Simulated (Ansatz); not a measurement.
Steps of a relaxation of CH$_{4}$FNSSi with RKS PBE-D4/def2-SVP.

```sh
$ ansatz run in.yaml --threads 4 --pin off --events-out ev --progress --plain --max-ram 10444MiB
```

```yaml
crystal:
  periodic: [false, false, false]
  atoms:
    - {symbol: F, position_ang: [-0.263000, 0.202700, -2.210900]}
    - {symbol: Si, position_ang: [0.463700, 0.836100, -0.946300]}
    - {symbol: N, position_ang: [1.098300, -0.378100, -0.130600]}
    - {symbol: C, position_ang: [0.080400, -0.886200, 0.546400]}
    - {symbol: S, position_ang: [-0.370800, -0.109000, 2.058700]}
    - {symbol: H, position_ang: [-0.348600, 1.881700, -0.255700]}
    - {symbol: H, position_ang: [1.564200, -1.071300, -0.733900]}
    - {symbol: H, position_ang: [-0.802200, -1.257400, -0.021200]}
    - {symbol: H, position_ang: [-1.333500, 0.735200, 1.676400]}
basis:
  gaussian: {orbitals: def2-SVP}
hamiltonian: {xc: pbe, dispersion: d4}
relax: {f_tol: 0.03, max_steps: 200}
```

Positions (Å) and forces (eV/Å) along the path, 14 of 26 steps:

```xyz
9
step=1 energy=-23995.5302 eV
F    -0.263    0.203   -2.211   -1.587   -0.387   -1.983
Si    0.464    0.836   -0.946   -1.117    5.095   -1.871
N     1.098   -0.378   -0.131    7.000   -4.166    0.965
C     0.080   -0.886    0.546   -4.763    0.345    0.955
S    -0.371   -0.109    2.059    0.698   -0.597    1.764
H    -0.349    1.882   -0.256   -0.164   -0.273   -0.072
H     1.564   -1.071   -0.734    0.637    0.263    0.341
H    -0.802   -1.257   -0.021   -0.006   -0.517    0.117
H    -1.333    0.735    1.676   -0.698    0.236   -0.217
9
step=2 energy=-23996.6546 eV
F    -0.313    0.231   -2.285   -0.843   -0.168   -1.037
Si    0.545    0.875   -1.069   -0.587    2.470   -1.267
N     1.146   -0.373   -0.142    1.995   -2.997    1.913
C    -0.010   -0.770    0.522   -1.210    1.013   -0.248
S    -0.358   -0.153    2.164    0.447   -0.340   -0.180
H    -0.314    1.867   -0.353   -0.075   -0.177    0.149
H     1.641   -1.106   -0.670    0.194    0.174    0.306
H    -0.849   -1.274   -0.025    0.352    0.087    0.280
H    -1.400    0.656    1.840   -0.272   -0.061    0.084
9
step=3 energy=-23997.1257 eV
F    -0.387    0.262   -2.355    0.008    0.021   -0.168
Si    0.612    0.897   -1.192   -0.398    0.469   -0.457
N     1.192   -0.387   -0.123   -0.804   -0.929    1.230
C    -0.079   -0.611    0.469    1.074    0.454   -0.355
S    -0.308   -0.151    2.189   -0.294    0.174   -0.883
H    -0.285    1.799   -0.377    0.082   -0.184    0.091
H     1.691   -1.169   -0.570   -0.173    0.093    0.068
H    -0.858   -1.233   -0.039    0.201    0.276    0.223
H    -1.488    0.547    1.980    0.304   -0.373    0.250
9
step=6 energy=-23997.4562 eV
F    -0.116    0.194   -2.519   -0.007   -0.137   -0.110
Si    0.751    0.982   -1.336    0.094    0.193    0.069
N     1.171   -0.371   -0.107    0.153   -0.332   -0.207
C    -0.078   -0.322    0.449   -0.026    0.144   -0.252
S    -0.148    0.098    2.153   -1.153   -0.077    0.263
H    -0.406    1.369   -0.349   -0.004   -0.127    0.051
H     1.441   -1.262   -0.557   -0.144    0.299    0.100
H    -0.968   -0.812   -0.002    0.017   -0.036    0.134
H    -1.560    0.079    2.252    1.071    0.072   -0.048
9
step=10 energy=-23997.7788 eV rejected
F     0.225    0.224   -2.722    0.111    0.065   -0.131
Si    0.936    1.044   -1.457    0.289   -0.074   -0.311
N     1.086   -0.277   -0.257   -0.381    0.259   -0.401
C    -0.234   -0.041    0.310    3.375   -4.087    2.891
S    -0.119    0.101    2.183    0.010   -0.036   -0.196
H    -0.640    0.812    0.001   -2.138    4.975   -1.684
H     1.246   -1.254   -0.550   -0.101    0.242    0.224
H    -0.945   -0.793    0.079   -1.120   -1.355   -0.431
H    -1.465    0.138    2.395   -0.045    0.012    0.038
9
step=13 energy=-23998.2962 eV
F     0.372    0.146   -2.838    0.153    0.063   -0.335
Si    0.946    1.038   -1.559   -0.022   -0.148   -0.070
N     0.999   -0.232   -0.318   -0.282    0.000    0.097
C    -0.268   -0.031    0.352    0.180   -0.377    0.343
S    -0.075    0.014    2.202   -0.069   -0.063   -0.006
H    -0.698    0.967    0.061    0.035    0.063   -0.160
H     1.262   -1.221   -0.456   -0.129    0.321    0.038
H    -1.033   -0.797    0.078    0.055    0.160    0.052
H    -1.417    0.070    2.460    0.080   -0.019    0.041
9
step=14 energy=-23998.3900 eV
F     0.513    0.128   -2.964    0.366    0.198    0.162
Si    0.922    1.033   -1.612   -0.190   -0.270   -0.348
N     0.935   -0.211   -0.347   -0.111   -0.345   -0.044
C    -0.293   -0.024    0.384    0.187    0.082    0.213
S    -0.055   -0.017    2.229   -0.044   -0.034   -0.048
H    -0.716    0.975    0.091   -0.045    0.081    0.010
H     1.239   -1.198   -0.428   -0.141    0.409   -0.024
H    -1.065   -0.770    0.115   -0.125   -0.087    0.057
H    -1.391    0.038    2.516    0.103   -0.034    0.021
9
step=17 energy=-23998.7199 eV
F     1.074    0.067   -3.107    0.149    0.490    0.804
Si    0.770    1.027   -1.740    0.086   -0.563   -0.814
N     0.724   -0.189   -0.468   -0.254   -0.112    0.040
C    -0.385    0.010    0.437    0.144   -0.126    0.018
S     0.054   -0.044    2.246   -0.023    0.008   -0.133
H    -0.824    1.007    0.206   -0.091    0.083    0.033
H     1.109   -1.147   -0.483   -0.128    0.211   -0.100
H    -1.178   -0.748    0.257   -0.026    0.047    0.087
H    -1.257   -0.030    2.634    0.142   -0.039    0.065
9
step=18 energy=-23998.8470 eV
F     1.267    0.034   -3.068    0.106    0.387    0.650
Si    0.819    1.030   -1.781    0.008   -0.378   -0.634
N     0.621   -0.169   -0.516   -0.127   -0.192    0.043
C    -0.443    0.031    0.438    0.107   -0.096   -0.070
S     0.116    0.012    2.213   -0.124   -0.025   -0.063
H    -0.923    1.009    0.216   -0.035    0.082    0.034
H     1.014   -1.124   -0.532   -0.136    0.168   -0.072
H    -1.222   -0.754    0.320   -0.003    0.062    0.075
H    -1.160   -0.115    2.693    0.205   -0.009    0.038
9
step=20 energy=-23999.0082 eV
F     1.631    0.038   -2.906   -0.046    0.272    0.316
Si    0.813    1.034   -1.836    0.119   -0.327   -0.324
N     0.451   -0.173   -0.622   -0.296    0.010    0.323
C    -0.539    0.034    0.407   -0.221    0.080    0.040
S     0.216    0.072    2.112    0.003   -0.043    0.004
H    -1.083    0.995    0.238    0.205   -0.101   -0.092
H     0.851   -1.121   -0.601    0.048    0.070   -0.169
H    -1.304   -0.773    0.392    0.061    0.031    0.034
H    -0.948   -0.153    2.799    0.127    0.009   -0.134
9
step=21 energy=-23999.0371 eV
F     1.791    0.069   -2.803   -0.514    0.440    0.514
Si    0.727    1.003   -1.874    0.529   -0.504   -0.414
N     0.374   -0.186   -0.638   -0.095   -0.022   -0.111
C    -0.582    0.037    0.414    0.259   -0.022   -0.092
S     0.279    0.074    2.072   -0.388   -0.033   -0.078
H    -1.084    1.009    0.220   -0.057    0.007    0.109
H     0.808   -1.119   -0.622    0.060    0.044   -0.034
H    -1.352   -0.763    0.440   -0.004    0.063    0.063
H    -0.872   -0.170    2.774    0.209    0.027    0.042
9
step=22 energy=-23999.0565 eV
F     1.832    0.078   -2.752   -0.310    0.230    0.270
Si    0.712    0.984   -1.890    0.306   -0.302   -0.198
N     0.335   -0.206   -0.661   -0.014    0.149   -0.103
C    -0.601    0.040    0.403    0.195    0.011   -0.059
S     0.289    0.088    2.040   -0.211   -0.041   -0.037
H    -1.089    1.021    0.220   -0.048   -0.001    0.016
H     0.825   -1.108   -0.608   -0.016   -0.041   -0.003
H    -1.392   -0.737    0.455    0.001   -0.016    0.052
H    -0.823   -0.207    2.775    0.097    0.012    0.064
9
step=23 energy=-23999.0648 eV
F     1.851    0.069   -2.723   -0.058    0.032    0.042
Si    0.730    0.983   -1.901    0.087   -0.014   -0.069
N     0.324   -0.194   -0.676   -0.042   -0.003    0.117
C    -0.606    0.049    0.393   -0.072   -0.053    0.004
S     0.281    0.099    2.030    0.019    0.024    0.013
H    -1.116    1.021    0.211    0.018   -0.016    0.020
H     0.800   -1.105   -0.623    0.010    0.005   -0.025
H    -1.386   -0.740    0.460    0.010    0.016   -0.012
H    -0.790   -0.227    2.812    0.028    0.008   -0.090
9
step=26 energy=-23999.0668 eV
F     1.858    0.058   -2.709   -0.001   -0.013    0.010
Si    0.753    0.990   -1.891   -0.008    0.022   -0.003
N     0.312   -0.189   -0.677    0.020    0.000   -0.025
C    -0.614    0.048    0.394   -0.006   -0.006    0.006
S     0.288    0.122    2.022    0.006    0.000    0.005
H    -1.133    1.014    0.215   -0.001   -0.003   -0.001
H     0.782   -1.104   -0.638    0.001   -0.002    0.003
H    -1.383   -0.749    0.468   -0.009    0.002    0.005
H    -0.773   -0.236    2.798   -0.001    0.000   -0.001
```

It took 30 s on 4 threads of an Intel Xeon on a shared host, with 0.2 GiB of host memory at the peak.
